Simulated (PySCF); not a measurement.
Mn (manganese, neutral) across methods

[Ar] 3d5 4s2, high-spin 6S determinant. Computed with PySCF 2.14 in def2-QZVPPD, with no relativity, point nucleus.

```
method  E (hartree)  mean ε 3d α (eV)  mean ε 4s α (eV)  mean ε 4s β (eV)  Σ⟨r²⟩ (bohr²)   ⟨S²⟩
  TPSS    -1151.017            -8.454            -5.458            -4.375          41.14  8.764
   LDA    -1148.632            -8.592            -5.602            -4.585          40.67  8.761
   UHF  -1149.86901           -17.438            -7.440            -6.151          43.29  8.771
  PBE0    -1150.785           -10.729            -6.059            -5.060          41.19  8.761
r2SCAN    -1150.971            -8.971            -5.653            -4.514          41.27  8.779
  BP86    -1151.149            -8.510            -5.571            -4.585          40.82  8.762
 TPSSh    -1151.005            -9.364            -5.712            -4.636          41.18  8.763
   PBE    -1150.748            -8.409            -5.414            -4.415          41.10  8.762
```

(1) Estimate the same row for M06-L.

Results:

(1) E (hartree) = -1150.958; mean ε 3d α (eV) = -8.590; mean ε 4s α (eV) = -5.354; mean ε 4s β (eV) = -4.444; Σ⟨r²⟩ (bohr²) = 40.20; ⟨S²⟩ = 8.759.
